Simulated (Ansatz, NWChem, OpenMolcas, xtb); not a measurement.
**A small benchmark: dipole moment**

7 molecules holding an element past argon; the dipole moment in D, computed less measured. Shapes, held fixed at every level: PBE0-D4/def2-TZVP. No vibrational averaging. Dipoles are compared by magnitude; molecules under 1 D, whose direction can flip, are left out. Programs: Ansatz 0.2.0, NWChem 7.3.0, OpenMolcas 26.06, xtb 6.7.1. A level may come from different programs for different species; with the same settings they agree closely. Measured values: NIST CCCBDB.

Levels: A = GFN0-xTB; B = r2SCAN-D4/def2-TZVPP; C = PBE0/def2-SVP; D = B3LYP-D4/def2-TZVPP.

| molecule | measured | A | B | C | D |
| --- | --- | --- | --- | --- | --- |
| BrF (bromine fluoride) | 1.42 | -0.04 | -0.17 | +0.11 | -0.02 |
| CuF (fluorocopper) | 5.77 | +0.74 | -0.87 | -0.54 | -0.67 |
| AsF3 (arsenic trifluoride) | 2.59 | -0.38 | -0.28 | -0.13 | -0.06 |
| CH2Br2 (dibromomethane) | 1.43 | +0.47 | +0.10 | +0.05 | +0.06 |
| CH3Br (bromomethane) | 1.81 | +0.15 | +0.14 | +0.02 | +0.08 |
| C2H3Br (vinyl bromide) | 1.42 | -0.38 | +0.03 | -0.06 | 0.00 |
| C2H5Br (bromoethane) | 2.03 | +0.10 | +0.18 | +0.01 | +0.10 |

Question: Which level does best on this set, which worst, and which err to one side?

Answer: 
```
               level            kind  mean error  mean absolute error  worst case
            GFN0-xTB  semi-empirical      +0.094                0.323         CuF
r2SCAN-D4/def2-TZVPP        meta-GGA      -0.124                0.253         CuF
       PBE0/def2-SVP   global hybrid      -0.077                0.131         CuF
 B3LYP-D4/def2-TZVPP   global hybrid      -0.073                0.141         CuF
```

On this set PBE0/def2-SVP has the smallest mean absolute error and GFN0-xTB the largest. No level errs clearly to one side. The levels differ in basis as well as in method. The smallest two are near a tie. Relativity is left out for As, Br, Cu. The set is small.
